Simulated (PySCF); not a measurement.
**Correlation energy of F⁺ (fluorine, charge +1)**

[He] 2s1 2p5, high-spin 3P determinant (an excited configuration). Calculation: PySCF 2.14, in aug-cc-pVDZ-DK (4s3p2d, 23 functions); scalar relativity by spin-free X2C-1e. Frozen: 1s2; 6 electrons correlated.

MP2 pair energies summed by pair of shells (mhartree):

| pair | energy | share (%) |
| --- | --- | --- |
| 2p-2p | -123.52 | 90.1 |
| 2s-2p | -13.64 | 9.9 |

Total MP2 correlation energy: -137.16 mhartree.

Same-spin part -28.99 and opposite-spin part -108.17 mhartree; SCS-MP2 scales them by 1/3 and 6/5 to -139.47 mhartree.
